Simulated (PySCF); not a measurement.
Molecule: CClF5Si, SMILES FC(F)(F)[Si](F)(F)Cl, singlet. Atoms near the plane z = 0.0 Å, at the PBE0/def2-SVP optimised geometry (x, y, z in Å): Si5 (-0.5, -0.8, 0.0), F6 (1.1, -0.8, 0.0), F7 (-1.1, 0.8, 0.0).

Method: PBE0/def2-TZVP (PySCF). Cells within 0.4 Å of a nucleus heavier than hydrogen are left out (blank, or x). The values are rescaled to run from 0 to 1.

```
|2222222222222222222222222222222|
|2222222222222222222222222222222|
|2222222222222222222222222222222|
|2222222222222222222222222222222|
|2222222222222222222222222222222|
|2222222222222222222222222222222|
|2222222222222222222222222222222|
|2222222222222222222222222222222|
|2222222233443322222222222222222|
|2222222346776432222222222222222|
|2222222368108632222222222222222|
|222222348xxxx843222222222222222|
|222222348xxxx743222222222222222|
|2222222473xx2643222222222222222|
|2222222357545433223333222222222|
|2222222234444433334554322222222|
|2222222223389994347778532222222|
|222222222269xx99352xx4742222222|
|22222222239xxxx944xxxx843222222|
|222222222299xxx945xxxx843222222|
|2222222222499996356008632222222|
|2222222222247953346776432222222|
|2222222222222222233443322222222|
|2222222222222222222222222222222|
|2222222222222222222222222222222|
|2222222222222222222222222222222|
|2222222222222222222222222222222|
|2222222222222222222222222222222|
|2222222222222222222222222222222|
|2222222222222222222222222222222|
|2222222222222222222222222222222|
```
Scale: ten equal steps from 0.000 (start of '0') to 1.00 (end of '9'), in the order '0123456789'; x runs from -3.50 to 3.50, y from -3.50 (bottom) to 3.50 (top).

**Question.** Which quantity is mapped?
(A) log10 of the electron density
(B) electron localisation function
(C) Laplacian of the electron density
(D) an orbital amplitude

**Answer.** C, Laplacian of the electron density. In full: Laplacian of the electron density (e/bohr⁵), clipped to [-1.50, 1.50].
